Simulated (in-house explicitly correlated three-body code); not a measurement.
Computed with an exponentially correlated three-body code. Model: two electrons around a point charge, non-relativistic, variational in 260 exponentially correlated functions (energies converged to about 1e-7 hartree, or 1e-8 relative for large Z).

For two electrons in a singlet the Kohn-Sham orbital is the square root of half the density, so the exact Kohn-Sham potential and energy parts follow from the density alone, and exchange is minus half the Hartree energy. The Kohn-Sham level equals minus the binding energy of the second electron.

Command:
```bash
python run_hyl.py task.json out
```
Settings (lengths in bohr, energies in hartree):
```
Z                      1.01
interaction_strength   1
functions              260
states_tried           1
```

Time taken, with all properties: 8.7 s on 1 thread of Arm Neoverse V1, on a shared host.

**Converged states only, values per electron or pair.**

Given: nuclear charge 1.01.

```
term  mean r (bohr)  mean r squared (bohr²)  mean inverse r (1/bohr)  mean r12 (bohr)  mean inverse r12 (1/bohr)  mean cosine  mean p1 dot p2 (bohr⁻²)  delta r1 (bohr⁻³)  delta r12 (bohr⁻³)
1 1S         2.6442                  11.227                  0.69382            4.296                    0.31848     -0.10523                 0.034213            0.17043           0.0029502
```

**Exact Kohn-Sham parts of the ground state from its density.**

Computed: total energy -0.541521984 hartree; Kohn-Sham kinetic 0.51345 hartree; exchange energy -0.38831 hartree; DFT correlation energy -0.041763 hartree; potential part of the DFT correlation energy -0.069832 hartree; exact minus restricted Hartree-Fock -0.039778 hartree; Kohn-Sham level -0.8564 eV; restricted Hartree-Fock level -1.3583 eV.

Q: What is the Hartree energy?

A: 0.77662 hartree.

Q: What is the kinetic part of the DFT correlation energy?

A: 0.02807 hartree.

**Functionals on the exact density and self-consistent, errors are functional minus exact, hybrids only self-consistent, a dash where a self-consistent run leaves the top level unbound.**

| result | exchange error (millihartree) | correlation error (millihartree) | functional driven error (millihartree) | self consistent total error (millihartree) | top level plus exact binding (eV) |
| --- | --- | --- | --- | --- | --- |
| LDA VWN5 | 45.664 | -30.769 | 14.895 | - | - |
| PBE | -9.8719 | 10.939 | 1.0676 | - | - |
| M06-L | -9.3341 | 11.632 | 2.2978 | - | - |
| BP86 | -13.657 | 3.1803 | -10.477 | - | - |
| AM05 | 32.068 | -20.918 | 11.15 | - | - |
| SCAN | -10.915 | 11.701 | 0.78595 | - | - |
| revTPSS | -10.205 | 5.4615 | -4.743 | - | - |
| PBEsol | ? | ? | ? | - | - |
| r2SCAN | -10.915 | 11.701 | 0.78595 | - | - |
| RPBE | ? | ? | ? | - | - |
| OLYP | -13.02 | 11.546 | -1.4733 | - | - |
| PW91 | -11.036 | 9.3797 | -1.6565 | - | - |
| wB97X | - | - | - | -1.4497 | -0.52917 |
| TPSS | -11.383 | 9.2399 | -2.1431 | - | - |
| LDA PW92 | 45.664 | -30.775 | 14.889 | - | - |
| BLYP | -13.657 | 11.546 | -2.1106 | - | - |

Q: What belongs in the row PBEsol?

A: exchange error (millihartree): 10.02; correlation error (millihartree): 3.34; functional driven error (millihartree): 13.36.

Q: What belongs in the row RPBE?

A: exchange error (millihartree): -17.494; correlation error (millihartree): 10.939; functional driven error (millihartree): -6.5542.

**Density and exact potentials over r, pair density (one pair, times 4 pi r12^2) and exact minus Kohn-Sham pair density over r12.**

```csv
radius (bohr),radial density (electrons/bohr),exchange potential (hartree),intracule density (1/bohr),Coulomb hole against Kohn-Sham (1/bohr),correlation potential (hartree)
0.21,0.12412,-0.68102,0.0019477,-0.005523,-0.069
0.252,0.16452,-0.6761,0.0028821,-0.007769,-0.065
0.304,0.21619,-0.66927,0.0043241,-0.01095,-0.06
0.366,0.27769,-0.66021,0.0064708,-0.01523,-0.053
0.44,0.34784,-0.64841,0.0096575,-0.02083,-0.045
0.53,0.4249,-0.63299,0.014456,-0.02806,-0.034
0.637,0.50161,-0.61372,0.021449,-0.03674,-0.022
0.767,0.57154,-0.58967,0.031702,-0.04662,-0.007
0.923,?,?,?,?,?
1.11,0.64929,-0.52721,0.065966,-0.06433,0.025
1.34,?,?,?,?,?
1.61,0.59838,-0.44705,0.12325,-0.06203,0.05
1.94,0.52661,-0.40278,0.1574,-0.04651,0.055
2.33,0.43903,-0.35852,0.18805,-0.02246,0.053
2.81,0.34489,-0.314,0.20824,0.005488,0.043
3.38,0.25782,-0.27216,0.20901,0.02762,0.03
4.06,0.18296,-0.23364,0.18729,0.03695,0.018
4.89,0.1212,-0.19827,0.14652,0.03234,0.009
5.89,0.074135,-0.16698,0.098471,0.01962,0.003
7.08,0.041347,-0.1401,0.056571,0.007496,0.001
8.53,0.020264,-0.11683,0.027263,0.0005857,0
10.3,0.0084589,-0.096967,0.010934,-0.001356,0
12.3,0.0031429,-0.081268,0.0039114,-0.001072,0
14.9,0.00086503,-0.067108,0.0010451,-0.000454,0
```

Q: What belongs in the row 0.923?

A: radial density (electrons/bohr): 0.6239; exchange potential (hartree): -0.5608; intracule density (1/bohr): 0.046202; Coulomb hole against Kohn-Sham (1/bohr): -0.0565; correlation potential (hartree): 0.009.

Q: What belongs in the row 1.34?

A: radial density (electrons/bohr): 0.64086; exchange potential (hartree): -0.48839; intracule density (1/bohr): 0.092252; Coulomb hole against Kohn-Sham (1/bohr): -0.06727; correlation potential (hartree): 0.039.

The correlation energy of density-functional theory lies 2 millihartree below exact minus Hartree-Fock, because the Hartree-Fock density, unlike the exact one, minimises the Hartree-Fock energy.
